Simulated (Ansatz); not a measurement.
Two isomers of C3H6BN: A = `NBC1C=C1`, B = `BC1C=CN1`.

Program: Ansatz. Geometries: PBE0-D4/def2-TZVP. ΔE: electronic, gas phase. CCSD(T)/CBS is the MP2 limit (def2-TZVPP, def2-QZVPP) plus CCSD(T) − MP2 in def2-TZVPP, frozen cores. DFT in def2-TZVPP. B3LYP here is the variant with VWN-RPA as its local correlation; programs differ in this. One conformer a species, not always the lowest.

Task: Which is lower in electronic energy at CCSD(T)/CBS, and by how much? (Best estimate.)

Result: Computed: A, by 26.2 kcal/mol.

Task: Give E(B) − E(A) in kcal/mol with LDA (SPW92), B2PLYP, CCSD(T)/def2-SVP, MP2/def2-TZVPP, BLYP-D4, PBE0-D4, B3LYP-D4. (Estimate.)

Result: The calculation gave: LDA (SPW92) 16.5, B2PLYP 26.4, CCSD(T)/def2-SVP 25.9, MP2/def2-TZVPP 24.3, BLYP-D4 25.4, PBE0-D4 22.2, B3LYP-D4 26.5. None reverses the order clearly.

Task: Does the order hold for the free energy at 298.15 K (harmonic terms from PBE0-D4)? (An estimate is asked.)

Result: Computed: Yes: G(B) − G(A) = +26.9 kcal/mol, for one conformer each.

Largest T1 diagnostic: 0.015.

From BLYP to BHLYP (50 % exact exchange), in def2-TZVPP and without D4, E(B) − E(A) moves by +2.2 kcal/mol. Leaving LDA and LC-ωPBE aside and taking each functional with its dispersion term where it has one, the values, not all of them listed here, spread over 8.5 kcal/mol, from revPBE-D4 to BHLYP-D4. LDA lies −4.7 kcal/mol from PBE without D4.
